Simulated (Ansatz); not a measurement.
`[NH2][Ti]([NH2])([Br])[Br]`. The species carries charge 0 and has multiplicity 1. The geometry is a stationary point of PBE0-D4/def2-TZVP. It is one conformer, not always the lowest.

```xyz
9

N     0.010    1.261    0.938
Ti    0.103    0.166   -0.554
N    -0.196   -1.549    0.066
Br   -1.600    0.781   -2.079
Br    2.270    0.317   -1.495
H    -0.168    0.969    1.888
H     0.138    2.264    0.885
H     0.540   -2.203    0.299
H    -1.098   -2.007    0.052
```

Q: What is the dipole moment at B3LYP/def2-TZVPP? (An estimate is asked.)

A: The calculation gave: 3.53 D, with components (-0.63, -1.17, 3.27) D in this frame, pointing from negative to positive charge.

Q: And with PBE, r2SCAN, ωB97M-V? (Best estimate.)

A: The calculation gave: PBE 3.47 D, r2SCAN 3.58 D, ωB97M-V 3.67 D.

Q: Give the Mulliken charges with B3LYP, ωB97M-V, r2SCAN in def2-TZVPP. (Estimate.)

A: Computed: 
```
atom  B3LYP  ωB97M-V  r2SCAN
  N1  -0.43    -0.36   -0.46
 Ti2   0.73     0.59    0.72
  N3  -0.46    -0.40   -0.50
 Br4  -0.22    -0.18   -0.22
 Br5  -0.22    -0.18   -0.22
  H6   0.16     0.14    0.17
  H7   0.14     0.13    0.16
  H8   0.15     0.14    0.17
  H9   0.15     0.14    0.17
```

B3LYP here is the variant with VWN-RPA as its local correlation; programs differ in this.
